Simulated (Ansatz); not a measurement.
iminoborane (H2BN), singlet, at a GFN2-xTB geometry; WB97X-V/6-311G** (Ansatz, an electronic-structure program).

Ansatz was given this input:
Ansatz 0.2 input:
```yaml
crystal:
  periodic: [false, false, false]
  atoms:
    - {symbol: B, position_ang: [0.69743449, 0.01758553, 0.01585591]}
    - {symbol: N, position_ang: [-0.54198802, -0.01075454, -0.01043728]}
    - {symbol: H, position_ang: [1.83680038, 0.04037551, 0.03791482]}
    - {symbol: H, position_ang: [-1.53005672, -0.05302143, -0.04413341]}
basis:
  gaussian:
    orbitals: 6-311G__.json
hamiltonian:
  xc: {name: wB97X-V}
```
The basis file holds 6-311G** in the JSON format of the Basis Set Exchange.

The log (banner, timings and long lists left out):

```
Functional definition: wB97X-V
424 factors; their error is unknown
118 factors; integrals over basis functions are off by at most 1.7e-5 eV
mean field evaluation 1: about -2193.7128 eV, gradient 5.0e1 eV
mean field evaluation 2: about -2190.9840 eV, gradient 6.1e1 eV
mean field evaluation 4: about -2198.5358 eV, gradient 1.1e0 eV
mean field evaluation 8: about -2198.5265 eV, gradient 8.4e-2 eV
mean field -2198.52655399 eV, -80.7943606445 hartree, gradient 3.1e-5 eV, S^2 0.000000; 0 other end points of the search recorded, 0 dependent functions left out
reference -2198.52655271 eV, -80.7943605972 hartree; 7, 7 occupied and 41, 41 virtual orbitals, 424 factors
Total energy: -2198.52655271 eV, -80.7943605972 hartree
```
